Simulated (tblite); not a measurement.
Species: C5H7FN (doublet state).
Numbering: `[H]/[N:7]=[C:6]/[CH2:5][C@H:3]([CH:2]=[CH2:1])[F:4]` (hydrogens: H8, H9 on C1; H10 on C2; H11 on C3; H12, H13 on C5; H14 on N7)

Structure optimised with GFN2-xTB, isolated species. This method treats the open shell by occupation alone, without spin polarisation.

(1) What internal coordinates does the optimisation give?

Answers

(1) 
```csv
bond,length (Å)
C1=C2,1.322
C2–C3,1.494
C3–F4,1.378
C3–C5,1.554
C5–C6,1.463
C6=N7,1.235
C1–H8,1.076
C1–H9,1.077
C2–H10,1.082
C3–H11,1.098
C5–H12,1.093
C5–H13,1.093
N7–H14,1.012
```

A selection of angles:
```csv
angle,degrees
C2–C1–H8,121.8
C2–C1–H9,121.3
H8–C1–H9,116.9
C1–C2–C3,124.5
C1–C2–H10,121.6
C3–C2–H10,114.0
C2–C3–F4,110.9
C2–C3–C5,110.5
C2–C3–H11,111.6
F4–C3–C5,108.1
F4–C3–H11,106.3
C5–C3–H11,109.3
C3–C5–C6,114.8
C3–C5–H12,107.9
C3–C5–H13,109.2
C6–C5–H12,109.2
C6–C5–H13,107.7
H12–C5–H13,107.8
C5–C6–N7,129.6
C6–N7–H14,121.0
```

Torsions: C1–C2–C3–F4 15° (synperiplanar); C2–C3–C5–C6 -163° (antiperiplanar); C3–C5–C6–N7 14° (synperiplanar); H14–N7–C6–C5 180° (antiperiplanar).

Of the pairs four or more bonds apart, F4···H9 is among the closest relative to their van der Waals radii: 2.46 Å, 92 % of the sum of Bondi's values. C1 (carbon bonded to C and 2 H) is planar (angles 121.8°, 121.3° and 116.9°, sum 360.0°, 0.01 Å off the plane of its three neighbours). C6 (carbon bonded to C and N) is bent (angle 129.6°). The C–C distances run from 1.322 Å (C1=C2, drawn double) to 1.554 Å (C3–C5, drawn single), a spread of 0.232 Å. C2 (carbon bonded to 2 C and H) is planar (angles 124.5°, 121.6° and 114.0°, sum 360.0°, 0.01 Å off the plane of its three neighbours).

Point group: C1 (no symmetry element, even within 0.4 Å). Its GFN2-xTB frequencies are all real (lowest 46 cm⁻¹).

Hardware: Arm Neoverse V1, one thread, shared host with 32 logical CPUs at a one-minute load of 12. Cost: 0.55 s wall. These figures are those of the optimisation.

One conformer stands for the species.

The numbers are calculated, not measured.
